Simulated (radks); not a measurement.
Question: All-electron atom: Lu IV in [Xe] 4f13 7d1 (not the ground configuration). Calculated with a radial shooting solver on a logarithmic mesh with Libxc functionals: scalar-relativistic Kohn-Sham, PBE, spin-polarised, spherical densities, finite nucleus; open shells are filled with parallel spins first (spin-orbit coupling, left out, can overturn this in heavy ions); Fermi nuclear charge, rms radius 5.37 fm. Some entries of the table are withheld. Estimate them.

orbital  occ.  eigenvalue (eV)  r(max) (bohr)  <r> (bohr)
1s down     1        -63269.62        0.01214     0.01932
1s up       1        -63269.61        0.01214     0.01932
2s up       1        -10807.76        0.06931     0.08185
2s down     1        -10807.74        0.06931     0.08184
2p up       3        -9515.029        0.05660     0.07292
2p down     3        -9515.015        0.05660     0.07292
3s up       1        -2484.772         0.1958      0.2127
3s down     1        -2484.263         0.1957      0.2126
3p up       3        -2096.686         0.1931      0.2123
3p down     3        -2096.175         0.1931      0.2123
3d up       5        -1630.219         0.1574      0.1925
3d down     5        -1629.828         0.1574      0.1925
4s up       1        -530.9589         0.4460      0.4775
4s down     1        -529.9551         0.4460      0.4776
4p up       3        -403.4121         0.4669      0.5070
4p down     3        -402.4315         0.4669      0.5071
4d up       5        -236.8858         0.4803      0.5456
4d down     5        -235.9262         0.4803      0.5458
5s up       1        -101.4300          1.031       1.143
5s down     1        -100.9690          1.033       1.144
5p up       3         -70.4130          1.168         (1)
5p down     3         -70.0539          1.170         (2)
4f up       7         -53.5103         0.4652      0.6818
4f down     6         -52.6216         0.4656      0.6846
7d up       1          -9.0744            (3)       7.547

Answer: 
(1) 5p up <r> (bohr): 1.324
(2) 5p down <r> (bohr): 1.326
(3) 7d up r(max) (bohr): 7.973
